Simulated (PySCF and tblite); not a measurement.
The numbers below are computed, except where a source is named.
C4H8F2Si, numbered as in [F:1][C@@H:2]1[CH2:3][SiH2:4][C@H:5]([F:6])[CH2:7]1. Level: PBE0-D3(BJ)/pcSseg-1//GFN2-xTB, thermal terms from GFN2-xTB, symmetry numbers and mirror pairs counted. Conformers within 2.5 kcal/mol (GFN2-xTB free energy) were kept, 6 at most. GIAO shieldings: PBE0/pcSseg-1. Shifts are against TMS (¹H), TMS (¹³C), CFCl3 (¹⁹F), TMS (²⁹Si) at the same level; of two unlike H on one atom, a is the less shielded. Programs: PySCF with density fitting and tblite.

The 5-ring runs over atoms 2–3–4–5–7.

```json
{"conformer": "1", "shape": "5-ring envelope (ring torsions -22, 0, 24, -44, 41°)", "point group": "C1", "mirror pair": "no", "ΔE(DFT)": "0.00", "Δ(G−E) at 350 K": "0.00", "δ H7b (ppm)": "1.58"}
{"conformer": "2", "shape": "5-ring twist (ring torsions 13, 13, -37, 51, -38°)", "point group": "C1", "mirror pair": "no", "ΔE(DFT)": "0.86", "Δ(G−E) at 350 K": "-0.03", "δ H7b (ppm)": "2.92"}
```

Energies in kcal/mol; the thermal term leaves out symmetry numbers and mirror images.

Question: Work out the weights at 350 K and the ¹H shift of H7b under fast exchange.

Answer: RT = 0.696 kcal/mol. Each conformer gets RT ln(σ/g), with σ the rotational symmetry number and g = 2 for a mirror pair: 1: σ = 1, g = 1, G = 0.00 + 0.00 + 0.00 = 0.00, 0.00 above the lowest, exp(−ΔG/RT) = 1.000; 2: σ = 1, g = 1, G = 0.86 − 0.03 + 0.00 = 0.84, 0.84 above the lowest, exp(−ΔG/RT) = 0.300. The sum is 1.300, so the weights are 76.9, 23.1 %. The averaged shift is 1.89 ppm. At 298.15 K it is 1.83 ppm. At 298.15 K the leading conformer alone gives 1.58 ppm and bare DFT energies give 1.84 ppm.


Conformer gaps in pcSseg-1 on xTB geometries can be 2 kcal/mol off for S=O, P=O and other polar bonds.